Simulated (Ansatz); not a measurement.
Reaction (formal exchange of groups at the Se–B bond): `[OH][AlH][BH][SeH]` + `[Cl][InH][Cl]` → `[Cl][In]([Cl])[SeH]` + `[BH2][AlH][OH]`

Gas-phase electronic energies from Ansatz, PBE0-D4/def2-TZVP geometries. CBS: MP2 limit from def2 TZ/QZ plus the TZ coupled-cluster correction, frozen cores. Functionals use def2-TZVPP. def2 core potentials past Kr. For In, Se outer-core shells are correlated without core-valence functions, which leaves a few kJ/mol of doubt a bond. Scalar relativity is left out up to krypton. One conformer a species, not always the lowest.

`[OH][AlH][BH][SeH]`:

Cartesian coordinates in Å:
```
O -0.486 -0.941 -1.335
Al -0.515 -0.854 0.370
B 0.461 0.879 1.079
Se 1.206 2.050 -0.217
H -0.880 -1.657 -1.830
H -1.240 -2.032 1.156
H 0.632 1.263 2.198
H 0.822 1.292 -1.422
```

`[Cl][InH][Cl]`:

Z-matrix (Å, degrees):
```
In
Cl 1 2.312
Cl 1 2.312 2 111.9
H 1 1.694 2 124.1 3 -180.0
```

`[Cl][In]([Cl])[SeH]`:

Cartesian coordinates in Å:
```
Cl -0.550 -2.170 0.857
In 0.482 -0.321 -0.068
Cl 2.673 -0.595 -0.737
Se -0.699 1.835 -0.329
H -1.906 1.251 0.276
```

`[BH2][AlH][OH]`:

Z-matrix (Å, degrees):
```
B
Al 1 2.121
H 1 1.199 2 122.7
H 1 1.199 2 122.7 3 -178.8
O 2 1.703 1 116.4 3 -90.7
H 2 1.595 1 125.1 3 89.3
H 5 0.956 2 123.0 1 179.9
```

```tsv
level	ΔE (kJ/mol)
revPBE-D4	21.0
LC-ωPBE	11.0
```

**Question.** What does CCSD(T)/CBS give? (An estimate is asked.)

**Answer.** The calculation gave: +6.5 kJ/mol. The listed levels differ from it by 14.5, 4.5 kJ/mol.

Largest T1 diagnostic among the species: 0.014.

In def2-TZVPP, CCSD(T) changes the Hartree–Fock value by +32.4 kJ/mol (the triples alone add +5.4 kJ/mol) and MP2 by +29.1 kJ/mol. Leaving LDA and LC-ωPBE aside and taking each functional with its dispersion term where it has one, the values, not all of them listed here, spread over 24.7 kJ/mol, from BHLYP-D4 to PBE-D4. LDA lies +18.4 kJ/mol from PBE without D4. From r2SCAN to r2SCAN0 (25 % exact exchange), in def2-TZVPP and without D4, ΔE moves by −5.0 kJ/mol.
